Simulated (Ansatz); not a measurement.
`C[O][Ge]([CH3])([NH2])[Cl]`, charge 0, multiplicity 1.

Task: Give a relaxed structure at PBE0-D4/def2-TZVP (the Gaussian-basis code of Ansatz). (Estimate.)

Result: Computed: 
```xyz
14

C     0.764    1.989   -0.643
O     0.145    1.300    0.419
Ge    0.067   -0.461    0.424
C    -1.007   -1.221   -0.989
N    -0.565   -0.828    2.081
Cl    2.110   -1.164    0.105
H     0.737    3.055   -0.407
H     1.809    1.687   -0.772
H     0.237    1.838   -1.594
H    -2.027   -0.846   -0.910
H    -1.012   -2.308   -0.904
H    -0.589   -0.950   -1.958
H    -0.550   -1.805    2.338
H    -0.120   -0.285    2.808
```
This is one stationary point; other conformers may exist.
